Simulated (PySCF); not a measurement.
Calculated NMR parameters of C=C/C(=C/C)CF

```
Formula                               : C6H9F
SMILES                                : C=C/C(=C/C)CF
InChI                                 : InChI=1S/C6H9F/c1-3-6(4-2)5-7/h3-4H,1,5H2,2H3/b6-4-
Point group of the computed structure : C1
Degrees of unsaturation               : 2
Carbon signals                        : 6
Proton signals                        : 6
```

Bonds (- single, = double, # triple, : aromatic): C1=C2, C2-C3, C3=C4, C4-C5, C3-C6, C6-F7. C1 carries H8, H9; C2 carries H10; C4 carries H11; C5 carries H12, H13, H14; C6 carries H15, H16. Stereochemistry as in C=C/C(=C/C)CF. H8 is cis to C3; H9 is trans to C3.

- GIAO B97-2/pcSseg-1 shieldings
- B3LYP/pcJ-1 coupling constants (spin–dipole term only in couplings to heteroatoms)
- PBE0-D3(BJ)/def2-SVP structure
- run in PySCF
- isolated molecule, non-relativistic Hamiltonian, averaged over atoms made equivalent by symmetry, fast rotation or ring inversion, one computed conformer

Referencing at the same level of theory: ¹H and ¹³C against TMS; ¹⁹F vs CFCl3.

```tsv
carbon	δC, type	δH (multiplicity, J in Hz)	HMBC from (abs. J ≥ 3 Hz)	span of the C tensor (ppm)
C1	119.4, CH2	H8 5.71 (d of d of quint, 19.0, 5.2, 1.2); H9 5.35 (d of d of sext, 12.4, 3.9, 1.2)	–	206
C2	143.3, CH	6.22 (ddd, 19.0, 12.4, 1.5)	H11, H15/H16	205
C3	139.1, C	–	H10, H8, H9, H12/H13/H14	209
C4	137.0, CH	5.67 (qdq, 8.9, 2.6, 1.0)	H10, H15/H16, H12/H13/H14	189
C5	16.8, CH3	1.95 (ddt, 8.9, 5.0, 1.3)	H11	31
C6	76.2, CH2	5.11 (dd, 54.8, 1.0)	H10, H11	90
```

Other nuclei:
| atoms | nucleus | environment | δ (ppm) | σ (ppm) |
| --- | --- | --- | --- | --- |
| F7 | ¹⁹F | fluorine on an sp3 carbon | -239.9 | 418.0 |

Selected couplings (Hz, signed; the shortest-range and largest first, 30 at most; isotopes ¹³C, ¹⁹F, ¹H): ¹J(C6,F7) -231.4, ¹J(C1,H9) 169.0, ¹J(C1,H8) 168.7, ¹J(C2,H10) 160.0, ¹J(C4,H11) 158.4, ¹J(C6,H15) 153.2, ¹J(C5,H12) 133.3, ¹J(C3,C4) 78.2, ¹J(C1,C2) 75.7, ¹J(C2,C3) 59.7, ¹J(C3,C6) 51.0, ¹J(C4,C5) 48.1, ²J(F7,H15) 54.8, ²J(C3,F7) 13.6, ²J(C4,C6) 4.8, ²J(C2,C4) 3.1, ²J(C2,C6) 2.6, ²J(H8,H9) 1.3, ³J(H8,H10) 19.0, ³J(H9,H10) 12.4, ³J(H11,H12) 8.9, ³J(C1,C4) 7.3, ³J(C4,F7) 6.7, ³J(C2,C5) 5.4, ³J(C5,C6) 4.9, ³J(C1,C6) 2.2, ⁴J(C1,F7) 4.0, ⁴J(C5,F7) -2.6, ⁴J(F7,H11) -2.6, ⁴J(F7,H10) -1.5.

1. Carbon types of the structure: 1 × C, 2 × CH, 2 × CH2, 1 × CH3, which accounts for all hydrogens.
2. δC 143.3, 137.0: alkene CH; an sp2 carbon of a C=C bond.
3. δC 139.1: fully substituted alkene carbon; as expected for a trigonal carbon in a double bond.
4. δC 119.4: terminal =CH2 carbon; as expected for a trigonal carbon in a double bond.
5. δC 76.2: allylic sp3 CH2 bonded to F; deshielded by the electronegative neighbour.
6. δH 1.95: hydrogen on an allylic methyl carbon; allylic position.
7. The protons at 5.71 and 6.22 share a coupling of 19.0 Hz (vicinal, trans across C=C).
8. The protons at 5.35 and 6.22 share a coupling of 12.4 Hz (vicinal, cis across C=C).
9. The protons at 5.67 and 1.95 share a coupling of 8.9 Hz (vicinal).

C–F couplings over four or more bonds (about 3 Hz to the para carbon of a fluoroarene) are left out. Common functionals overestimate the size of one-bond C–F couplings by tens of Hz; these are unscaled. Multiplet labels drop couplings under 1 Hz and merge nearly equal ones. Unscaled 3J(H,H) at this level run about 10 % above measured values. Shifts are as computed. Against solution values, carbons near 30 ppm lie about +1 ppm off and those near 130 ppm about +2 ppm. Of 1211 compounds with measured shifts, 218 miss one by over three times the rms of a fit or turn the order of signals round; such compounds aren't used in these exercises. Unscaled 19F shifts against computed CFCl3 carry errors that often reach 10 to 50 ppm.
